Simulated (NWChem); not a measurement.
System: TiOClF; SMILES [O]=[Ti]([F])[Cl]

Results from NWChem. The geometry was optimised at PBE0/def2-SVP. B3LYP is NWChem's, with the RPA form of VWN correlation. Ions are spin-unrestricted doublets at the neutral geometry; other ion states weren't tried.

```
level                  vertical ionisation energy, ΔSCF (eV)  −ε(HOMO) (eV)  ΔSCF minus −ε(HOMO) (eV)
---------------------  -------------------------------------  -------------  ------------------------
B3LYP/def2-SVP                                         11.57           8.74                      2.83
PBE/def2-SVP                                           11.20           7.54                      3.66
M06-2X/def2-SVP                                        12.03          10.54                      1.49
Hartree-Fock/def2-SVP                                  11.27          12.70                     -1.43
PBE0/def2-SVP                                              ?              ?                         ?
```

**Question.** Some entries are withheld; supply them.

**Answer.** 
- PBE0/def2-SVP, vertical ionisation energy, ΔSCF (eV): 11.69
- PBE0/def2-SVP, −ε(HOMO) (eV): 9.12
- PBE0/def2-SVP, ΔSCF minus −ε(HOMO) (eV): 2.57
